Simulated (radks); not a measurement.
Results of a calculation; reference values are marked as such.
Task: Excited configurations of neutral zirconium: one electron is placed in a higher orbital outside [Kr] 4d2 5s1. The ground configuration is [Kr] 4d2 5s2. Level of theory: Dirac Kohn-Sham, LDA (Slater exchange, Perdew-Wang correlation), spin-unpolarised, spherical densities, point nucleus; open shells fill j = l - 1/2 first (a radial shooting solver on a logarithmic mesh with Libxc functionals). Excitation = E - E(ground); binding = E(ion) - E, where the ion is the core of charge +1; n* = 1/sqrt(2 binding) in atomic units, and the quantum defect is n - n*.

outer orbital  excitation (eV)  binding (eV)     n*  quantum defect  eigenvalue (eV)  <r> (bohr)
4f5/2                    6.404         0.926  3.833           0.167           -0.432       16.94
5d3/2                    5.719         1.612  2.905           2.095           -0.732       10.27
5f5/2                    6.682         0.649  4.579           0.421           -0.371       28.46
6d3/2                    6.336         0.994  3.699           2.301           -0.566       19.60
7s1/2                    6.080         1.251  3.298           3.702           -0.779       17.67
7f5/2                    6.973         0.358  6.169           0.831           -0.233       59.32

Estimate the row for 7d3/2.

Result: excitation (eV) 6.668; binding (eV) 0.663; n* 4.530; quantum defect 2.470; eigenvalue (eV) -0.413; <r> (bohr) 31.55. The Delta-SCF ionisation energy is 7.331 eV (NIST Atomic Spectra Database: 6.634 eV, measured). Self-interaction in the functional shifts the binding energies and quantum defects, so they are the method's values and not measured ones. Spin polarisation and multiplet splitting are left out, so open shells lie too high by an amount that depends on their filling.

Beside tabulated values, note that spin-unpolarised runs miss the spin-polarisation part of the exchange energy of open shells.
